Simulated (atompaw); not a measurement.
# Varying the PAW (atompaw) potential for Ge (Z = 32)

Base potential:

```
Element                 : germanium
Generator               : atompaw 4.2.0.5
Type                    : PAW
Functional              : PBEsol
Relativity              : non-relativistic
Frozen core             : [Ar] 3d10
Valence charge          : 4
Reference configuration : 4s2 4p2
Partial waves           : 4s (bound): rc 2.00 bohr; 4s channel at 2 Ry: rc 2.00 bohr; 4p (bound): rc 2.15 bohr; 4p channel at 4.65 Ry: rc 1.95 bohr; 4d channel at 0.2 Ry: rc 2.15 bohr; 4d channel at 1.1 Ry: rc 2.15 bohr
Local potential         : troulliermartins scheme with l = 3 at 1 Ry, radius 1.55 bohr
Core correction         : smooth core density matched at 2.10 bohr
Augmentation charge     : besselshape compensation charge, radius 2.15 bohr; PAW radius 2.15 bohr; waves and projectors: custom rrkj gramschmidtortho
```

All-electron outer shells of the reference configuration (PBEsol, non-relativistic, ld1.x):

| shell | level (eV) | outermost node (bohr) | outermost maximum (bohr) |
| --- | --- | --- | --- |
| 3d | -30.15 | – | 0.50 |
| 4s | -11.41 | 0.78 | 1.77 |
| 4p | -3.93 | 0.83 | 2.22 |

Cutoffs, loose and tight: the cutoffs (Ry, on a coarse ladder) from which the occupation-weighted sum of valence levels, in a spherical-Bessel basis at the reference potential, stays within 10 and 1 mRy of its value at 400 Ry. They see the waves, projectors and local potential, not the compensation charge or the core. A dash means not determined.

A true bound ghost makes a file unfit for plane-wave use even where its test errors are small: the radial tests pick states by their node count and pass the ghost by.

| change | outcome | cutoff, loose | cutoff, tight | bound ghosts |
| --- | --- | --- | --- | --- |
| base | generated | 8 Ry | 12 Ry | d |
| local potential troulliermartins scheme with l = 3 at 1 Ry, radius 2.02 bohr | generated | 8 Ry | 15 Ry | d |
| core correction smooth core density matched at 2.14 bohr | generated | 8 Ry | 12 Ry | d |
| wave 4d channel at 1.1 Ry: rc 2.15 bohr becomes 4d channel at 1.1 Ry: rc 2.06 bohr | generated | 8 Ry | 12 Ry | none |
| reference 4s1.75 4p2.25 | generated | 8 Ry | 15 Ry | d |
| scalar-relativistic | generated | 8 Ry | 15 Ry | d |
| augmentation besselshape compensation charge, radius 2.15 bohr; PAW radius 2.15 bohr; waves and projectors: custom polynom2 7 10 vanderbiltortho | failed: atompaw: The overlap operator has at least one negative eigenvalue! | – | – | – |

**Question.** What comes out with this change to the base: augmentation besselshape compensation charge, radius 1.34 bohr; PAW radius 2.15 bohr; waves and projectors: custom rrkj gramschmidtortho?

**Answer.** outcome: generated, no UPF (negative core plus compensation charge); cutoff, loose: 8 Ry; cutoff, tight: 12 Ry; bound ghosts: d.

**Question.** What comes out with this change to the base: wave 4s channel at 2 Ry: rc 2.00 bohr becomes 4s channel at 2 Ry: rc 1.24 bohr?

**Answer.** outcome: generated; cutoff, loose: 8 Ry; cutoff, tight: 12 Ry; bound ghosts: s, d.
